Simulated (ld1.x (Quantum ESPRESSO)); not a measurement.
## What the settings do to the ultrasoft potential of germanium (Ge)

Base potential:

ld1.x (Quantum ESPRESSO) 7.5 input, shortened:

```
&input
   title='Ge', zed=32., rel=2, dft='PZ', iswitch=3,
   config='[Ar] 3d10 4s1.75 4p2.25', rel_dist='average'
 /
 &inputp
   pseudotype=3, tm=.true., lloc=-1, rcloc=1.60,
   nlcc=.true., new_core_ps=.true., rcore=0.90,
   which_augfun='PSQ', rmatch_augfun=1.30
 /
4
4S  1  0   1.75   0.00  1.45  1.55  0.0
4S  1  0   0.00  -0.30  1.45  1.55  0.0
4P  2  1   2.25   0.00  1.50  1.70  0.0
4P  2  1   0.00   0.35  1.50  1.70  0.0
 &test
   configts(1)='4s1.75 4p2.25'
 /
```

Open shells are filled in proportion to 2j + 1 (rel_dist='average').

Cutoffs, loose and tight: the cutoffs (Ry, on a coarse ladder) from which the occupation-weighted sum of valence levels, in a spherical-Bessel basis at the reference potential, stays within 10 and 1 mRy of its value at 400 Ry. They do not see the model core or the augmentation charge, which bear on the density cutoff. Test errors are all-electron minus pseudo excitation energies from the reference, over the configurations 4s2 4p2; 4s2 4p1; 4s2 4p0; 4s0 4p4; 4s1 4p2; 4s2 4p1.5; 4s2 4p2.3. A dash means not determined; rows that change the core or the reference have their own tests.

| change | outcome | cutoff, loose | cutoff, tight | bound ghosts | largest test error (meV) |
| --- | --- | --- | --- | --- | --- |
| base | generated | 15 Ry | 21 Ry | none | -45 |
| core correction none | generated | 15 Ry | 21 Ry | none | +50 |
| core correction Bessel-smoothed model core inside 0.76 bohr | generated | 15 Ry | 21 Ry | none | -45 |
| core correction Bessel-smoothed model core inside 1.10 bohr | generated | 15 Ry | 21 Ry | none | -45 |
| core correction Bessel-smoothed model core inside 1.32 bohr | generated | 15 Ry | 21 Ry | none | -45 |
| core correction Bessel-smoothed model core inside 1.52 bohr | generated | 15 Ry | 21 Ry | none | -44 |
| core correction Bessel-smoothed model core inside 1.76 bohr | generated | 15 Ry | 21 Ry | none | -43 |
